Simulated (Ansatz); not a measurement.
Two isomers of C2H4OSi: A = `[SiH3]C1=CO1`, B = `O=C1C[SiH2]1`.

Calculated with Ansatz (gas phase, PBE0-D4/def2-TZVP geometries, no zero-point term in ΔE). CCSD(T)/CBS is the MP2 limit (def2-TZVPP, def2-QZVPP) plus CCSD(T) − MP2 in def2-TZVPP, frozen cores. DFT in def2-TZVPP. B3LYP here is the variant with VWN-RPA as its local correlation; programs differ in this.

**Question.** Which is lower in electronic energy at CCSD(T)/CBS, and by how much? (Best estimate.)

**Answer.** Computed: B, by 40.2 kcal/mol.

**Question.** Give E(B) − E(A) in kcal/mol with r2SCAN-D4, LDA (SPW92), PBE0-D4, CCSD(T)/def2-SVP, PBE-D4, CCSD(T)/def2-TZVPP, B3LYP. (An estimate is asked.)

**Answer.** Computed: r2SCAN-D4 -42.4, LDA (SPW92) -46.3, PBE0-D4 -45.7, CCSD(T)/def2-SVP -43.9, PBE-D4 -42.5, CCSD(T)/def2-TZVPP -40.8, B3LYP -41.1. None reverses the order clearly.

**Question.** Does the order hold for the free energy at 298.15 K (harmonic terms from PBE0-D4)? (Estimate.)

**Answer.** Ansatz gave: Yes: G(B) − G(A) = -37.8 kcal/mol.

Largest T1 diagnostic: 0.024.

From BLYP to BHLYP (50 % exact exchange), in def2-TZVPP and without D4, E(B) − E(A) moves by −6.5 kcal/mol. In def2-TZVPP, CCSD(T) changes the Hartree–Fock value by +3.9 kcal/mol (the triples alone add +2.3 kcal/mol) and MP2 by +2.7 kcal/mol.
